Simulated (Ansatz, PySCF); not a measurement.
Molecule: hydrogen bromide, HBr, charge 0, multiplicity 1. 
Structure (B3LYP-D3(BJ)/def2-TZVP (Ansatz, a quantum-chemistry and plane-wave program) minimum search):
```
Br
H 1 1.4248
```

Dipole moments at this geometry, in debye (magnitudes).

| level | program | dipole (D) |
|---|---|---|
| PBE/def2-TZVPD | Ansatz | 0.82 |
| BLYP/def2-TZVPD | Ansatz | 0.79 |
| M06-L/def2-TZVPD | PySCF | 0.82 |
| PBE0/def2-TZVPD | PySCF | 0.88 |
| TPSSh/def2-TZVPD | PySCF | 0.85 |
| r2SCANh/def2-TZVPD | Ansatz | 0.90 |
| PW6B95/def2-TZVPD | PySCF | ? |
| M06-2X/def2-TZVPD | PySCF | 0.89 |
| MN15/def2-TZVPD | PySCF | 0.89 |
| CAM-B3LYP/def2-TZVPD | Ansatz | 0.88 |
| LC-wPBE/def2-TZVPD | Ansatz | 0.92 |
| wB97M-V/def2-TZVPD | Ansatz | 0.87 |
| CCSD(T)/aug-cc-pVDZ | Ansatz | ? |

Q: Fill in the missing entries.

A: 
- PW6B95/def2-TZVPD, dipole (D): 0.84
- CCSD(T)/aug-cc-pVDZ, dipole (D): 0.87

Measured: 0.83 D (NIST CCCBDB, as tabulated in the package chemicals), a vibrational average. This is an older compilation, not checked against later work.
